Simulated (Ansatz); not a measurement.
Basis-set series for `[OH][Zr]12345678([Cl])([C@H]9[C@@H]1[C@@H]2[C@@H]3[C@H]94)[C@H]1[C@@H]5[C@@H]6[C@@H]7[C@H]18`. Total charge 0; spin multiplicity 1. Zr: def2 effective core potential. The structure was optimised at the PBE0-D4/def2-TZVP level. It is one conformer, not always the lowest.

```xyz
24

O     0.539   -2.294   -0.158
Zr    0.503   -0.331    0.061
Cl    2.860    0.121    0.488
C    -0.087   -0.499   -2.410
C     1.142    0.179   -2.349
C     0.920    1.428   -1.722
C    -0.440    1.511   -1.385
C    -1.065    0.305   -1.791
C    -1.536    0.325    1.382
C    -0.481    1.136    1.864
C     0.437    0.298    2.528
C    -0.036   -1.026    2.443
C    -1.259   -1.008    1.741
H     0.834   -2.747   -0.948
H    -0.255   -1.482   -2.824
H     2.096   -0.189   -2.695
H     1.677    2.166   -1.507
H    -0.924    2.341   -0.895
H    -2.111    0.059   -1.681
H    -2.407    0.671    0.846
H    -0.393    2.206    1.751
H     1.366    0.609    2.978
H     0.472   -1.907    2.803
H    -1.851   -1.873    1.483
```

```
functional       basis  functions  energy (Eh)  HOMO (eV)  LUMO (eV)
   PBE0-D4    def2-SVP        258   -969.21165      -6.81      -0.96
   PBE0-D4  def2-TZVPP        593   -969.88200      -6.79      -1.01
   ωB97M-V    def2-SVP        258   -969.59883      -8.83       1.08
   ωB97M-V  def2-TZVPP        593   -970.28856      -8.82       0.96
```

(1) Give the rows for def2-QZVPP. (Estimate.)

Results:

(1) Computed: 
| functional | basis | functions | energy (Eh) | HOMO (eV) | LUMO (eV) |
| --- | --- | --- | --- | --- | --- |
| PBE0-D4 | def2-QZVPP | 1108 | -969.92242 | -6.80 | -1.03 |
| ωB97M-V | def2-QZVPP | 1108 | -970.32672 | -8.84 | 0.64 |

Positive LUMOs are unbound and depend on the basis.
